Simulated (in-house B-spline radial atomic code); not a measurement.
Checks on a self-consistent run for the dysprosium ion Dy⁺, [Kr] 4d9 4f10 5s2 5p6 6s1 7p1. Computed with an all-electron radial atomic-structure program (B-spline basis): Dirac-Hartree-Fock, average of configuration, Fermi nucleus of rms radius 5.2218 fm.

```csv
orbital,q,ε (Eh),<1/r>,<r²>,small-component weight
1s1/2,2,-1989.50060,74.5524,0.000609295,0.060737
2s1/2,2,-336.60829,17.8791,0.00944576,0.01352
2p1/2,2,-319.40418,17.8119,0.0068613,0.013525
2p3/2,4,-289.91687,15.611,0.00808137,0.012487
3s1/2,2,-77.55800,6.5505,0.0623301,0.004345
3p1/2,2,-70.06013,6.4531,0.0580368,0.0042719
3p3/2,4,-63.81509,5.89716,0.0648561,0.0039864
3d3/2,4,-51.10698,5.75712,0.0517037,0.0038382
3d5/2,6,-49.75886,5.6197,0.0536162,0.0037551
4s1/2,2,-16.90831,2.71582,0.315937,0.0013611
4p1/2,2,-13.86812,2.60559,0.332197,0.0012807
4p3/2,4,-12.45578,2.42573,0.368012,0.0011865
4d3/2,3.6,-7.49318,2.20634,0.42019,0.0010158
4d5/2,5.4,-7.23242,2.15972,0.434813,0.00098772
4f5/2,4.2857,-1.29150,1.66034,0.760208,0.00062174
4f7/2,5.7143,-1.25444,1.64057,0.781748,0.00061006
5s1/2,2,-2.86713,1.0212,1.88021,0.00027388
5p1/2,2,-1.91945,0.912229,2.32907,0.00022412
5p3/2,4,-1.71891,0.849314,2.62774,0.00019917
6s1/2,1,-0.57580,0.367708,12.8047,4.1239e-05
7p1/2,0.33333,-0.15952,0.138158,93.7486,7.5502e-06
7p3/2,0.66667,-0.15502,0.134001,99.4377,7.2171e-06
```

Electron-electron repulsion V_ee = 4443.6573 hartree.

(1) What total energy follows from the eigenvalues?

(2) Does the Dirac virial theorem hold?

(3) What diamagnetic shielding (Lamb formula) and susceptibility (Langevin formula) do the radii give?

## Answers

(1) The eigenvalues count the repulsion twice, so E = Σqε - V_ee = -7711.462 - 4443.657 = -12155.120 hartree; the run printed -12155.120.

(2) For a point nucleus E = -2c²Σq·w, with w the small-component weight. Here Σq·w = 0.32359 and c = 137.0360, so the ratio E/(-2c²Σq·w) is 1.000155; the finite nucleus accounts for the departure from 1.

(3) σ = (α²/3)Σq<1/r> = 453.482/(3·137.036²) = 8049.5 ppm, and χ = -0.79199×10⁻⁶·Σq<r²> = -114.6×10⁻⁶ cm³/mol with Σq<r²> = 144.72 bohr². Both are non-relativistic formulas without the paramagnetism of open shells; for so heavy an element the full relativistic shielding is larger by tens of per cent.
